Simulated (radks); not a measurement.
The numbers below are computed, except where a source is named.
Removal energies from the tin ion Sn+, [Kr] 4d10 5s2 5p1, by Delta-SCF beside the eigenvalue of the level emptied. Level of theory: scalar-relativistic Kohn-Sham, PBE, spin-polarised, spherical densities, finite nucleus; Fermi nuclear charge, rms radius of each element as measured or else 0.836 A^(1/3) + 0.57 fm (a radial shooting solver on a logarithmic mesh with Libxc functionals). Open shells are filled with parallel spins first.

| removed from | final configuration | Delta-SCF (eV) | -eigenvalue (eV) |
|---|---|---|---|
| 5p | [Kr] 4d10 5s2 | 14.158 | 10.619 |
| 5s | [Kr] 4d10 5s1 5p1 | 21.596 | 17.391 |
| 4d | [Kr] 4d9 5s2 5p1 | 41.240 | 33.716 |
| 4p | [Ar] 3d10 4s2 4p5 4d10 5s2 5p1 | 106.09 | 97.637 |
